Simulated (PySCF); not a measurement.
## Correlation energy of Pt⁻ (platinum, charge -1)

[Xe] 4f14 5d9 6s2, 2D determinant. Calculation: PySCF 2.14, in def2-SVPD with the def2 core potential (60 electrons) (6s4p2d1f, 35 functions); a scalar-relativistic core potential. Frozen: nothing; 19 electrons correlated.

MP2 pair energies summed by pair of shells (mhartree):

| pair | energy | share (%) |
| --- | --- | --- |
| 5d-5d | -170.00 | 49.1 |
| 5d-6s | -67.85 | 19.6 |
| 5p-5d | -59.73 | 17.3 |
| 6s-6s | -16.41 | 4.7 |
| 5p-5p | -12.99 | 3.8 |
| 5p-6s | -7.45 | 2.2 |
| 5s-5d | -5.30 | 1.5 |
| 5s-5p | -5.26 | 1.5 |
| 5s-5s | -0.86 | 0.2 |
| 5s-6s | -0.22 | 0.1 |

Total MP2 correlation energy: -346.08 mhartree.

Same-spin part -117.04 and opposite-spin part -229.04 mhartree; SCS-MP2 scales them by 1/3 and 6/5 to -313.86 mhartree.

The basis has no tight functions for the innermost shells, so their pair energies are far from complete.

This basis was not built for core-valence correlation, so the inner-shell part is incomplete.
